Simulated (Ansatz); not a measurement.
```yaml
crystal:
  periodic: [false, false, false]
  atoms:
    - {symbol: N, position_ang: [-0.431991, 1.363751, -0.293802]}
    - {symbol: P, position_ang: [0.441327, 0.462493, 0.872908]}
    - {symbol: Zn, position_ang: [0.182854, -1.736574, 0.329316]}
    - {symbol: F, position_ang: [-0.101977, -3.435776, -0.047572]}
    - {symbol: H, position_ang: [-1.285907, 1.762120, 0.062635]}
    - {symbol: H, position_ang: [-0.547979, 1.027342, -1.235538]}
    - {symbol: H, position_ang: [1.743684, 0.556654, 0.312053]}
basis:
  gaussian: {orbitals: def2-mTZVP}
total_charge: 1
magnetization: {spin_polarized: true, initial_magnetization: 1}
hamiltonian: {xc: {name: TPSS}}
accuracy: high
scf: {lower_state_search: light}
output: {forces: true}
```

```sh
$ ansatz run in.yaml --threads 2 --pin off --events-out ev --progress --plain --max-ram 4352MiB
```

(1) How does Ansatz answer? (Estimate.)

Results:

(1) Computed: The input was rejected before any iteration.
```
Error: YAML parse error: error: line 15 column 19: hamiltonian.xc: no functional is named "TPSS"; the names, which are not case-sensitive, are SVWN5, SPW92, PBE, PBE0, PBEsol, revPBE, revPBE0, RPBE, rPW86-PBE, HSE06, wPBEh, LC-wPBE, HISS, HF, BLYP, B3LYP, B3LYP5, BHLYP, CAM-B3LYP, r2SCAN, r2SCANh, r2SCAN0, r2SCAN50, m-r2SCAN, B97, wB97, wB97X, wB97X-V, B97M-V, wB97M-V, B2PLYP, B2GP-PLYP, PBE0-DH, PBE-QIDH
13 | total_charge: 1
14 | magnetization: {spin_polarized: true, initial_magnetization: 1}
15 | hamiltonian: {xc: {name: TPSS}}
16 | accuracy: high
17 | scf: {lower_state_search: light}
```

HSE06 is defined as in plane-wave codes.
